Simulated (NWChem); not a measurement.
Correlation energy of H3BN

```xyz
5

B      0.6865    -0.1024     0.0000
N     -0.6301     0.0975     0.0000
H      1.4617     0.8401     0.0000
H      1.1440    -1.2344     0.0000
H     -1.6270     0.2236     0.0000
```
Charge 0, spin multiplicity 2.

The numbers come from NWChem runs, not from measurements. Structure: optimised with UB3LYP/def2-SVP, a minimum by its harmonic frequencies. It is one conformer; others weren't searched.

Basis set: 6-31G*. Each correlation energy counts from its own Hartree-Fock reference.

The correlated methods keep 2 core orbitals frozen. The Pople sets run with spherical d functions. The structure started from a generated list of species. The unpaired electrons of the parent sit in orbitals of symmetry a' (Cs labels of the run); other states weren't searched. No SCF solution was tested for a lower state. Open-shell Hartree-Fock references start from PBE0 orbitals. No row is a measurement; the coupled-cluster row has its own basis-set and correlation limits.

| method | correlation energy (mHa) |
|---|---|
| UMP2 | -208.3 |
| CCSD[T] on ROHF | -253.7 |
| CCSD[T] on UHF | -247.4 |
| CCSD(T) on ROHF | -252.8 |
| CCSD(T) on UHF | … |
| CCSDT on ROHF | -253.6 |
| CCSD on ROHF | … |
| CCSD on UHF | … |
| SCS-UMP2 | … |

Question: Complete the blanks.

Answer: 
- CCSD(T) on UHF, correlation energy (mHa): -246.5
- CCSD on ROHF, correlation energy (mHa): -246.0
- CCSD on UHF, correlation energy (mHa): -240.1
- SCS-UMP2, correlation energy (mHa): -208.7
